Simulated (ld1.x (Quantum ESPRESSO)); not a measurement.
Transferability test, TM potential for Ga (Z = 31)

Ga, norm-conserving Troullier–Martins (Kleinman–Bylander form), made with ld1.x (Quantum ESPRESSO) 7.5 (PBE, scalar-relativistic). Core [Ar], reference 3d10 4s2 4p1. Waves: 4p (bound): rc 1.80 bohr; 3d (bound): rc 0.85 bohr; 4s (bound): rc 1.60 bohr. Local part: the s channel. Core correction: a·sin(br)/r model core inside 0.45 bohr.

Energies are relative to the spin-unpolarised reference configuration 3d10 4s2 4p1; without spin polarisation the order of configurations can differ from experiment. Not all tests gave a result: 3 of 7 tests not solved or not reliable. The frozen-core shift is the all-electron ΔE with the core orbitals held at their reference shape minus the fully relaxed ΔE.

```csv
valence configuration,charge,ΔE all-electron (eV),error AE − PS (meV),frozen-core shift (meV)
3d10 4s2 4p0,+1,5.688,-1.4,n/a
3d10 4s1 4p0,+2,26.816,-17,n/a
```

**Question.** What are ΔE and the potential's error for 3d9 4s2 4p1?

**Answer.** ΔE = 27.696 eV all-electron; the error (AE − PS) is -701 meV.

**Question.** What are ΔE and the potential's error for 3d10 4s0 4p0?

**Answer.** ΔE = 58.088 eV all-electron; the error (AE − PS) is -75 meV.
